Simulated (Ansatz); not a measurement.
Input file for Ansatz (an electronic-structure program): R-PBE/def2-TZVPP on BH5Si (SMILES B[SiH3]), atoms moved off the minimum.

Ansatz 0.2 input:
```yaml
crystal:
  periodic: [false, false, false]
  atoms:
    - {symbol: B, position_ang: [-0.73889351, -1.08355025, 0.05075029]}
    - {symbol: H, position_ang: [-0.33435809, -2.17640459, 0.84003412]}
    - {symbol: H, position_ang: [-1.84666882, -1.29918009, -0.34144717]}
    - {symbol: Si, position_ang: [0.25326426, 0.52605847, -0.23491334]}
    - {symbol: H, position_ang: [-0.21851369, 1.28985319, 1.18597153]}
    - {symbol: H, position_ang: [0.03315806, 1.30961452, -1.27201848]}
    - {symbol: H, position_ang: [1.76122920, 0.15677253, 0.05558856]}
basis:
  gaussian:
    orbitals: def2-TZVPP
hamiltonian:
  xc: {name: PBE}
scf: {lower_state_search: off}
output: {forces: true}
```

It printed:

```
WARN ansatz: RAYON_NUM_THREADS=1 ignored (pool sized by the plan → 1); use --threads N
Functional definition: PBE
these checks for a lower state are left out or cut short: stability, starts, cluster_reference, orbital_swaps, neighbouring_geometries, increment
integrals: 0.04 GiB planned
752 factors; their error is unknown
mean field: 0.38 GiB planned
mean field evaluation 1: about -8625.5131 eV, gradient 2.4e1 eV
mean field evaluation 2: about -8625.2125 eV, gradient 2.5e1 eV
mean field evaluation 4: about -8627.6343 eV, gradient 1.2e0 eV
mean field evaluation 8: about -8627.6149 eV, gradient 3.5e-2 eV
mean field evaluation 16: about -8627.6149 eV, gradient 9.5e-5 eV
mean field -8627.61494379 eV, -317.0590011767 hartree, gradient 5.6e-6 eV, S^2 0.000000; 0 other end points of the search recorded, 0 dependent functions left out
the calculation of the forces begins
reference -8627.61498659 eV, -317.0590027499 hartree; 12, 12 occupied and 131, 131 virtual orbitals, 752 factors
Total energy: -8627.61498659 eV, -317.0590027499 hartree
Atom 0 at    -0.738894    -1.083550     0.050750 Å, force    -0.314721    -3.337233     1.563196 eV/Å
Atom 1 at    -0.334358    -2.176405     0.840034 Å, force    -0.500108     2.353076    -1.456824 eV/Å
Atom 2 at    -1.846669    -1.299180    -0.341447 Å, force    -0.196514     0.119939    -0.159719 eV/Å
Atom 3 at     0.253264     0.526058    -0.234913 Å, force     2.195779    -1.616820     5.547001 eV/Å
Atom 4 at    -0.218514     1.289853     1.185972 Å, force     0.442690    -0.744244    -1.587855 eV/Å
Atom 5 at     0.033158     1.309615    -1.272018 Å, force    -0.677395     2.613522    -3.442711 eV/Å
Atom 6 at     1.761229     0.156773     0.055589 Å, force    -0.949731     0.611760    -0.463087 eV/Å
Dipole moment:    -0.022401     0.090762    -0.165417 e Å
Checks for a lower state left out: stability, starts, cluster_reference, orbital_swaps, neighbouring_geometries, increment
```

Self-consistency was reached.

Cost: about 1.2 core-seconds (a rough figure).
